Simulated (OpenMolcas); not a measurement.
A calculation on Cr+.

```yaml
Program: OpenMolcas 26.06
Method: CASSCF
Basis: ANO-RCC-VQZP [7s6p4d3f2g1h]
Scalar_Hamiltonian: DKH2, point nucleus
Active_space: 5 electrons in 6 orbitals (3d 4s)
State_averaging: 2S+1 = 6 even, 6 roots; 2S+1 = 4 even, 57 roots kept (CI in the orbitals of an earlier block); 2S+1 = 2 even, 76 roots kept (CI in the orbitals of an earlier block)
Spin-orbit_coupling: RASSI with atomic mean-field integrals over the reference wave functions, term energies averaged over their components
```

Task: Which level of the active space comes out lowest?

Result: 3d4 4s 6D 1/2, with 100 % of that term.

Task: How high does 3d4 4s 6D 5/2 lie?

Result: 0.0240 eV above the lowest level.

Task: How high does 3d4 4s 6D 3/2 lie?

Result: 0.0091 eV above the lowest level.

Task: How high does 3d4 4s 4D 7/2(1) lie?

Result: 1.3930 eV above the lowest level.

Without dynamic correlation excited terms often stand tens of per cent too high (terms of higher spin than the ground term too low), and those without a measured partner can miss by more than the paired ones. Terms from blocks run as CI alone lack orbitals of their own. The lowest computed level is not the ground level that NIST lists (6S5/2). Only configurations of the active space appear.

A number in round brackets counts repeated terms of one configuration in the order of the reference energies.
